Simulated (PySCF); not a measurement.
C₆ coefficients of unlike pairs at PBE

Calculated with PySCF 2.14 from the dipole response of each species, C₆(A,B) = (3/π) ∫ α_A(iu) α_B(iu) du, in atomic units, from isotropic polarisabilities. For ions this is the dispersion term alone; charge-induced terms of lower order in 1/R come first.

```json
{"species": "Fe", "configuration": "[Ar] 3d6 4s2 (5D)", "basis": "aug-cc-pVTZ-DK (8s7p5d3f2g)", "relativity": "spin-free X2C", "α (bohr³)": "60.57", "C₆ (like pair)": "534.7"}
{"species": "Rh+", "configuration": "[Kr] 4d8 (3F)", "basis": "x2c-TZVPPall with one added diffuse shell each of s, p, d, f type (9s7p7d3f1g)", "relativity": "spin-free X2C", "α (bohr³)": "13.98", "C₆ (like pair)": "88.07"}
{"species": "Ne(3+)", "configuration": "[He] 2s2 2p3 (4S)", "basis": "aug-cc-pCVQZ-DK (9s8p6d4f2g)", "relativity": "spin-free X2C", "α (bohr³)": "0.6880", "C₆ (like pair)": "0.6101"}
{"species": "In", "configuration": "[Kr] 4d10 5s2 5p1 (2P)", "basis": "aug-cc-pVQZ-PP with one added diffuse shell each of s, p, d, f, g type with ECP28MDF (8s8p6d4f3g)", "relativity": "core potential", "α (bohr³)": "80.65", "C₆ (like pair)": "820.6"}
```

Estimate C₆ for In with Ne(3+).

The integral gives 14.84. The combination rule 2 C_A C_B / (C_A α_B/α_A + C_B α_A/α_B) gives 12.75 and the geometric mean 22.37.

No spin-orbit coupling is included.

The other pairs:

| pair | C₆ |
| --- | --- |
| Ne(3+), Fe | 12.00 |
| Ne(3+), Rh+ | 6.709 |
| In, Fe | 661.5 |
| Rh+, Fe | 190.2 |
| In, Rh+ | 234.7 |
